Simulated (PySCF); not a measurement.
## Dipole response of B²⁺ (boron, charge +2)

[He] 2s1, 2S determinant. Computed with PySCF 2.14 in aug-cc-pCVQZ-DK (9s8p6d4f2g, 109 functions), with the spin-free X2C one-electron Hamiltonian (Gaussian nucleus). Coupled (time-dependent) response in atomic units; α is the mean over directions.

```
 method  mean α (bohr³)  C₆ (like pair)  S(−4)
    UHF           7.929           11.14  154.9
    PBE           6.972           9.255  119.5
   PBE0           7.189           9.671  127.1
wB97X-V           7.237           9.879  125.6
```

S(−4) is the Cauchy moment in α(ω) = α(0) + S(−4) ω² + …

α(iu) at PBE0:

| u (hartree) | α(iu) (bohr³) |
| --- | --- |
| 0 | 7.189 |
| 0.0500 | 6.885 |
| 0.100 | 6.117 |
| 0.200 | 4.269 |
| 0.300 | 2.895 |
| 0.500 | 1.513 |
| 0.750 | 0.8482 |
| 1.00 | 0.5555 |
| 1.50 | 0.3024 |
| 2.00 | 0.1954 |
| 3.00 | 0.1060 |
| 5.00 | 0.05019 |

For an ion, C₆ is the dispersion term alone; charge-induced terms of lower order in 1/R come first.
